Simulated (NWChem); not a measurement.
System: CH2N anion

```xyz
4

C      0.0000     0.0000     0.4938
N      0.0000     0.0000    -0.7451
H      0.0000    -0.9353     1.1842
H      0.0000     0.9353     1.1842
```
Atoms are numbered in this order, from 1.

Computed with NWChem. Pople sets run with spherical d functions. Sets without diffuse functions describe the anion's extra electron poorly. Coordinates come from a B3LYP/def2-SVPD optimisation. The highest occupied level is positive in some or all of these runs, so the extra electron may be held by the finite basis. Atomic charges in e: unrestrained fits to the electrostatic potential beside Mulliken populations; the two definitions need not agree.

For level B3LYP/def2-SVP:

| Quantity | Value |
|---|---|
| ESP C1 | 0.42 |
| Mulliken N2 | -0.48 |

Question: What are these values for level Hartree-Fock/6-31G*?

Answer: The ESP C1 is 0.30 and the Mulliken N2 is -0.68.
